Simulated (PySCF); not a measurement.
A PySCF script (with the pyscf-properties extension) for the NMR shieldings of `C[C@@H]1[C@H](F)[C@]12C[SiH2]CS2`, C6H11FSSi, on a GFN2-xTB geometry:

```python
import basis_set_exchange as bse
import numpy as np
from pyscf import gto, dft
from pyscf.prop import nmr

atoms = """
C     2.686531    0.213425    0.245248
C     1.618977   -0.518257   -0.528604
C     0.682497    0.221122   -1.441872
F     0.791007    1.580252   -1.528009
C     0.163841   -0.370079   -0.163282
C    -0.308489    0.520038    0.960845
Si   -2.217817    0.484054    0.945549
C    -2.462042   -0.955565   -0.288417
S    -0.870239   -1.842521   -0.343843
H     2.409910    1.252533    0.402207
H     3.625054    0.187099   -0.304581
H     2.840450   -0.259659    1.213627
H     1.921356   -1.500060   -0.875678
H     0.401050   -0.192415   -2.402462
H     0.082806    0.135795    1.905139
H     0.088638    1.525289    0.827119
H    -2.747958    0.128500    2.261424
H    -2.802914    1.706095    0.395904
H    -2.698030   -0.622973   -1.298197
H    -3.209775   -1.681996    0.014848
"""
names = dict.fromkeys(["C", "F", "Si", "S", "H"], "pcSseg-1")
basis = {el: gto.basis.parse(bse.get_basis(n, elements=[el], fmt="nwchem")) for el, n in names.items()}
mol = gto.M(atom=atoms, basis=basis, charge=0, verbose=0)
mf = dft.RKS(mol, xc="PBE0")
mf.grids.level = 2
mf.grids.alignment = dft.numint.BLKSIZE   # the property module wants whole blocks of grid points
mf.conv_tol = 1e-9
mf.kernel()

calc = nmr.RKS(mf)   # GIAO
C = mf.mo_coeff
Co = C[:, mf.mo_occ > 0]
resp = mf.gen_response(singlet=True, hermi=2)
def vind(x):   # induced exchange potential for any number of trial vectors
    d = np.einsum("pi,xij,qj->xpq", C, 2 * x.reshape(-1, C.shape[1], Co.shape[1]), Co, optimize=True)
    return np.einsum("xpq,pi,qj->xij", resp(d - d.transpose(0, 2, 1)), C, Co, optimize=True).ravel()
mo1, _ = nmr.rhf.solve_mo1(calc, with_cphf=vind)
sigma = calc.kernel(mo1)
for i, s in enumerate(sigma):   # ppm
    print("%2d %-2s %9.2f" % (i, mol.atom_pure_symbol(i), np.trace(s) / 3))
```

Problem. Give the expected output.

Solution. 
```
 0 C     177.65
 1 C     165.68
 2 C     103.51
 3 F     413.90
 4 C     144.65
 5 C     175.85
 6 Si    371.16
 7 C     170.66
 8 S     428.39
 9 H      30.65
10 H      30.35
11 H      30.24
12 H      30.51
13 H      27.29
14 H      30.38
15 H      30.51
16 H      27.27
17 H      27.14
18 H      29.25
19 H      29.87
```

These numbers come from an equivalent density-fitted implementation of the same equations, which agrees with the script to about 0.01 ppm for H and up to a few tenths of a ppm for heavy atoms, so last digits may differ.

Problem. Turn these shieldings into chemical shifts. Referencing at the same level of theory: $^{13}$C (186.93 ppm), $^{29}$Si (349.16 ppm), $^{1}$H (31.72 ppm) vs TMS; CFCl3 for $^{19}$F (170.95 ppm); CS2 for $^{33}$S (503.73 ppm).

Solution. Averaging equivalent atoms: C 2: 83.4; C 4: 42.3; C 1: 21.2; C 7: 16.3; C 5: 11.1; C 0: 9.3; F 3: -243.0; Si 6: -22.0; S 8: 75; H 17: 4.57; H 16: 4.45; H 13: 4.43; H 18: 2.46; H 19: 1.84; H 14: 1.33; H 9/10/11: 1.31; H 15: 1.21; H 12: 1.21 ppm. Unscaled 19F shifts against computed CFCl3 carry errors that often reach 10 to 50 ppm.

Size and cost of the density-fitted run: 222 basis functions, 46 s wall time on 1 thread of an Arm Neoverse V2, shared host; peak memory 0.94 GiB.
